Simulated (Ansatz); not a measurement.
Ansatz (a program for electronic structure) input for Ti(OH)3(SH) (H4O3STi), SMILES [OH][Ti]([OH])([OH])[SH], multiplicity 1, CAM-B3LYP/def2-SVPD. Geometry: B3LYP-D3(BJ)/def2-SVP. The spin state was assumed, not searched. The structure was generated by enumeration; whether it is a known compound was not checked. One conformer was computed; it need not be the lowest.

Ansatz 0.2 input:
```yaml
crystal:
  periodic: [false, false, false]
  atoms:
    - {symbol: Ti, position_ang: [0.34248665, 0.14324268, 0.04783422]}
    - {symbol: O, position_ang: [1.27343704, -0.21033827, -1.43340736]}
    - {symbol: H, position_ang: [0.97882452, -0.35692421, -2.34070367]}
    - {symbol: O, position_ang: [1.15086963, -0.66307719, 1.42523828]}
    - {symbol: H, position_ang: [1.14148469, -0.40862313, 2.35696776]}
    - {symbol: O, position_ang: [0.11777497, 1.88612477, 0.31042050]}
    - {symbol: H, position_ang: [0.31364464, 2.69211912, -0.18181920]}
    - {symbol: S, position_ang: [-1.80857326, -0.70051942, -0.20475228]}
    - {symbol: H, position_ang: [-1.36814100, -1.97127446, -0.02877267]}
basis:
  gaussian:
    orbitals: def2-SVPD
hamiltonian:
  xc: {name: CAM-B3LYP}
```

It prints:

```
WARN ansatz: RAYON_NUM_THREADS=1 ignored (pool sized by the plan → 1); use --threads N
Functional definition: CAM-B3LYP
integrals: 0.15 GiB planned
1572 factors; their error is unknown
integrals: 0.17 GiB planned
513 factors; integrals over basis functions are off by at most 1.9e-5 eV
mean field: 1.23 GiB planned
mean field evaluation 1: about -40133.8395 eV, gradient 9.7e1 eV
mean field evaluation 2: about -39929.4406 eV, gradient 3.9e2 eV
mean field evaluation 4: about -40150.2788 eV, gradient 2.2e1 eV
mean field evaluation 8: about -40151.3410 eV, gradient 1.3e-1 eV
mean field evaluation 16: about -40151.4525 eV, gradient 6.7e-4 eV
mean field -40151.45248203 eV, -1475.5386630826 hartree, gradient 5.6e-5 eV, S^2 0.000000; 0 other end points of the search recorded, 0 dependent functions left out
reference -40151.45263658 eV, -1475.5386687621 hartree; 33, 33 occupied and 129, 129 virtual orbitals, 1572 factors
Total energy: -40151.45263658 eV, -1475.5386687621 hartree
```

Self-consistency was reached.

Cost: about 7 core-seconds (a rough figure).
